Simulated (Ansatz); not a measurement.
Geometry optimisation, RKS PBE-D4/def2-SVP (Ansatz).

input.yaml

```yaml
crystal:
  periodic: [false, false, false]
  atoms:
    - { symbol: Hf, position_ang: [0.115043, -0.096269, -0.105439] }
    - { symbol: F, position_ang: [0.027277, -0.086703, 1.857963] }
    - { symbol: O, position_ang: [1.963174, -0.246868, -0.589561] }
    - { symbol: H, position_ang: [2.796516, -0.605231, -0.923887] }
    - { symbol: F, position_ang: [-0.543328, 1.54267, -0.86242] }
    - { symbol: F, position_ang: [-0.803539, -1.616358, -0.832336] }
    - { symbol: Cl, position_ang: [-3.15885, 0.116367, 1.641536] }
    - { symbol: H, position_ang: [-2.027791, 0.040292, 2.354144] }
basis:
  gaussian: { orbitals: def2-SVP }
hamiltonian:
  xc: pbe
  dispersion: d4
relax:
  f_tol: 0.03
  max_steps: 50
```

Command:

```bash
$ ansatz run input.yaml --threads 4 --pin off --max-ram 5120MiB --backend cpu --events-out ev --progress --plain --runs-dir out
```

Question: Where does it end, and by what steps?

Answer: The forces met the threshold. After 8 steps the energy has fallen by 0.095 eV; Cl7 moved furthest, 0.49 Å. Joined: Hf1–Cl7 (3.72 → 3.06 Å).

```tsv
step	energy less start (eV)	largest force component (eV/Å)	accepted
0	0.0000	0.884	yes
1	-0.0425	0.410	yes
2	-0.0701	0.404	yes
3	-0.0799	0.359	yes
4	-0.0901	0.087	yes
5	-0.0909	0.068	yes
6	-0.0919	0.088	yes
7	-0.0943	0.086	yes
8	-0.0948	0.019	yes
```

```xyz
8
Properties=species:S:1:pos:R:3
Hf -0.040 -0.131 -0.007
F 0.053 -0.128 1.955
O 1.793 -0.320 -0.517
H 2.681 -0.437 -0.874
F -0.587 1.536 -0.800
F -0.907 -1.665 -0.782
Cl -2.781 0.138 1.324
H -1.843 0.056 2.241
```

Whether the end is a true minimum wasn't checked by a vibrational analysis.

Run time: 16 s on 4 threads of Arm Neoverse V1, on a shared host, peak memory 0.17 GiB.
